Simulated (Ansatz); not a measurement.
Dissociation curve of NaF, singlet.

Computed with: UHF/def2-SVP (Ansatz, a program for electronic structure); RKS-CAM-B3LYP = restricted CAM-B3LYP/def2-SVP (Ansatz); UKS-CAM-B3LYP = unrestricted CAM-B3LYP/def2-SVP (Ansatz); RKS-PBE = restricted PBE/def2-SVP in Ansatz; UKS-PBE = unrestricted PBE/def2-SVP in Ansatz; FCI = full CI/def2-SVP, frozen core run with Ansatz.

All curves are set to zero at 1.92 Å and compared with full CI in the same basis at 1.92, 1.96, 1.99, 2.11, 2.24, 2.41, 2.59, 2.87, 3.18, 3.47, 3.88, 4.31, 4.80, 5.12, 5.74, 6.70, 7.65 Å.

### Question
Which method stays most parallel to full CI over these points, and which least?

### Answer
UKS-CAM-B3LYP has the smallest spread and UHF the largest. In order (kcal/mol): UKS-CAM-B3LYP 7.58, RKS-PBE 13.72, UKS-PBE 18.41, RKS-CAM-B3LYP 26.45, UHF 36.18.

Errors against full CI at some of the points (kcal/mol):

```json
[
 {"method": "UKS-CAM-B3LYP", "2.41 Å": "2.2", "2.87 Å": "2.6", "3.88 Å": "-1.7", "4.80 Å": "-4.1", "7.65 Å": "3.2"},
 {"method": "RKS-PBE", "2.41 Å": "-1.7", "2.87 Å": "-4.1", "3.88 Å": "-11.7", "4.80 Å": "-12.8", "7.65 Å": "-3.7"},
 {"method": "UKS-PBE", "2.41 Å": "-1.7", "2.87 Å": "-4.1", "3.88 Å": "-14.0", "4.80 Å": "-18.4", "7.65 Å": "-13.0"},
 {"method": "RKS-CAM-B3LYP", "2.41 Å": "2.2", "2.87 Å": "2.6", "3.88 Å": "1.9", "4.80 Å": "7.1", "7.65 Å": "26.4"},
 {"method": "UHF", "2.41 Å": "1.2", "2.87 Å": "1.1", "3.88 Å": "-18.7", "4.80 Å": "-33.0", "7.65 Å": "-34.9"}
]
```

The unrestricted determinant behind UHF is spin-contaminated at 3.47 to 7.65 Å (<S²> up to 1.0, against 0.00 for a pure singlet). The restricted form behind RKS-CAM-B3LYP, RKS-PBE keeps the bonding electrons paired and can't separate into open-shell fragments. The unrestricted determinant behind UKS-CAM-B3LYP is spin-contaminated at 3.47 to 7.65 Å (<S²> up to 0.8, against 0.00 for a pure singlet). The unrestricted determinant behind UKS-PBE is spin-contaminated at 3.18 to 7.65 Å (<S²> up to 0.6, against 0.00 for a pure singlet).
